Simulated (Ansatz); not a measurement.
`C#[C][Sn]([Cl])([Cl])[Cl]`, 7 atoms. Total charge 0; spin multiplicity 1. Correlated methods include outer-core shells of Sn, which these sets cover unevenly. Sn takes the def2 core potential. All runs use 4 threads of a server CPU on a shared host. Correlated methods freeze the cores.

(1) How many basis functions does each run have, and how long does it take in Ansatz? RKS r2SCAN-D4/def2-TZVPP energy and forces; RKS PBE0-D4/def2-TZVP frequencies; RKS ωB97M-V/def2-QZVPP energy; RHF-CCSD(T)/def2-SVP energy; RHF-CCSD(T)/def2-TZVPP energy; RKS SPW92/def2-TZVPP energy; RKS ωB97M-V/def2-SVP energy; RHF-MP2/def2-QZVPP energy; direct RPA on PBE orbitals/def2-TZVPP energy; RKS PBE0-D4/def2-SVP energy; RKS ωB97X-V/def2-TZVPP energy; RKS BHLYP-D4/def2-TZVPP energy. (Estimate.)

Results:

(1) Ansatz gave: Other jobs shared the machine, so times are rough.

| level | job | functions | wall time | peak host memory (GiB) |
| --- | --- | --- | --- | --- |
| RKS PBE0-D4/def2-SVP | energy | 113 | 1.6 s | 0.34 |
| RKS SPW92/def2-TZVPP | energy | 252 | 1.8 s | 0.45 |
| RKS ωB97M-V/def2-SVP | energy | 113 | 4.7 s | 0.47 |
| RKS BHLYP-D4/def2-TZVPP | energy | 252 | 4.8 s | 1.1 |
| RKS r2SCAN-D4/def2-TZVPP | energy and forces | 252 | 5.5 s | 0.48 |
| direct RPA on PBE orbitals/def2-TZVPP | energy | 252 | 5.5 s | 0.7 |
| RHF-CCSD(T)/def2-SVP | energy | 113 | 8.5 s | 0.61 |
| RKS ωB97X-V/def2-TZVPP | energy | 252 | 10 s | 1.2 |
| RKS ωB97M-V/def2-QZVPP | energy | 436 | 20 s | 2.4 |
| RHF-MP2/def2-QZVPP | energy | 436 | 22 s | 2.3 |
| RKS PBE0-D4/def2-TZVP | frequencies | 229 | 3.1 min | 0.91 |
| RHF-CCSD(T)/def2-TZVPP | energy | 252 | 3.1 min | 5.7 |
